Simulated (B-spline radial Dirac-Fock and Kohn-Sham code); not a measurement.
ΔSCF core binding energies without Breit or QED terms, calculated with a radial B-spline solver.

A sound run for atomic antimony, configuration [Kr] 4d10 5s2 5p3: The ground state converged in 11 iterations, with total energy -6480.51973 Ha, virial ratio 1.94762 and highest orbital energy -7.89 eV. ΔSCF binding energies: K (1s) 30601.2 eV, L3 (2p3/2) 4149.2 eV, M5 (3d5/2) 536.6 eV.

A second run, with one unsound setting: The ground state converged in 13 iterations, with total energy -10384.57785 Ha, virial ratio 1.24255 and highest orbital energy -5.82 eV. ΔSCF binding energies: K (1s) 46961.4 eV, L3 (2p3/2) 3945.1 eV, M5 (3d5/2) 371.2 eV.

```
iter   energy (Ha)        error
   1   -10289.56214459  1.35e+01
   2   -10300.81577874  1.96e+00
   3   -10373.53006084  7.12e-01
   4   -10377.28890038  5.79e-01
   5   -10384.55106174  4.97e-02
   6   -10384.57168433  1.90e-02
   7   -10384.57618246  8.39e-03
   8   -10384.57781697  1.02e-03
   9   -10384.57784695  1.61e-04
  13   -10384.57784850  8.60e-08
```

Task: Which fault fits the second run best?
A. tolerance below the noise
B. box too small
C. damping too heavy
D. speed of light below Z

Result: D. The input had c_factor = 0.2734: c_factor makes c so small that Zα exceeds 1, so any numbers that come out have no meaning.
